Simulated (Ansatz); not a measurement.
def2 core potentials replace the inner electrons of Te.

Level of theory: frozen-core CCSD(T)/def2-TZVPP // B3LYP-D3(BJ)/def2-SVP run with Ansatz (an electronic-structure program).

Ansatz 0.2 input:
```yaml
crystal:
  periodic: [false, false, false]
  atoms:
    - { symbol: C, position_ang: [-1.029937, -0.187679, -0.338361] }
    - { symbol: Te, position_ang: [0.40481, 1.284577, 0.24494] }
    - { symbol: O, position_ang: [1.751402, -0.098242, 0.536333] }
    - { symbol: H, position_ang: [-0.597325, -0.738551, -1.186419] }
    - { symbol: H, position_ang: [-1.953177, 0.33683, -0.623676] }
    - { symbol: H, position_ang: [-1.189701, -0.846856, 0.527531] }
    - { symbol: H, position_ang: [2.613829, 0.24982, 0.839551] }
basis:
  gaussian: { orbitals: def2-TZVPP }
correlation:
  method: ccsd_t
total_charge: 1
magnetization:
  spin_polarized: true
  initial_magnetization: 1
```

Output:

```
Functional definition: HF
1169 factors; integrals over basis functions are off by at most 8.7e-4 eV
mean field evaluation 1: about -10381.9358 eV, gradient 4.5e1 eV
mean field evaluation 2: about -10381.9459 eV, gradient 4.5e1 eV
mean field evaluation 4: about -10389.9665 eV, gradient 4.5e0 eV
mean field evaluation 8: about -10390.1245 eV, gradient 2.8e-1 eV
mean field evaluation 16: about -10383.9304 eV, gradient 4.1e1 eV
mean field evaluation 32: about -10386.4796 eV, gradient 2.6e-1 eV
mean field evaluation 64: about -10387.2218 eV, gradient 1.4e-2 eV
mean field evaluation 96: about -10388.5479 eV, gradient 3.0e0 eV
mean field evaluation 128: about -10386.7199 eV, gradient 1.5e-1 eV
mean field -10390.12726037 eV, -381.8301341375 hartree, gradient 2.8e-6 eV, S^2 0.766778; 3 other end points of the search recorded, 0 dependent functions left out
determinant -10390.12726037 eV, -381.8301341375 hartree, with singles and doubles -10413.52571853 eV, -382.6900116146 hartree
determinant -10387.22187059 eV, -381.7233630325 hartree, with singles and doubles -10410.50066702 eV, -382.5788430222 hartree
determinant -10386.72058323 eV, -381.7049410616 hartree, with singles and doubles -10409.86046515 eV, -382.5553160376 hartree
6 core orbitals not correlated
reference -10390.12726037 eV, -381.8301341375 hartree; 15, 14 occupied and 147, 148 virtual orbitals, 1169 factors
second order -23.40984050 eV of doubles, -0.00000000 eV of singles
cycle   1  -23.24637264 eV  change    -1.3e0 eV  update   2.2e-2
cycle   2  -23.27922017 eV  change   -3.3e-2 eV  update   5.1e-3
cycle   3  -23.27782018 eV  change    1.4e-3 eV  update   2.4e-3
cycle   4  -23.27766898 eV  change    1.5e-4 eV  update   1.3e-3
cycle   5  -23.27860710 eV  change   -9.4e-4 eV  update   7.3e-4
cycle   6  -23.27891315 eV  change   -3.1e-4 eV  update   4.3e-4
cycle   7  -23.27916073 eV  change   -2.5e-4 eV  update   1.4e-4
cycle   8  -23.27924886 eV  change   -8.8e-5 eV  update   6.2e-5
cycle   9  -23.27922180 eV  change    2.7e-5 eV  update   2.0e-5
cycle  10  -23.27921294 eV  change    8.9e-6 eV  update   8.7e-6
perturbative correction -0.75350626 eV, -0.0276908442 hartree
Total energy: -10414.15997957 eV, -382.7133202780 hartree
```

Cost: around 8 core-minutes (rough).
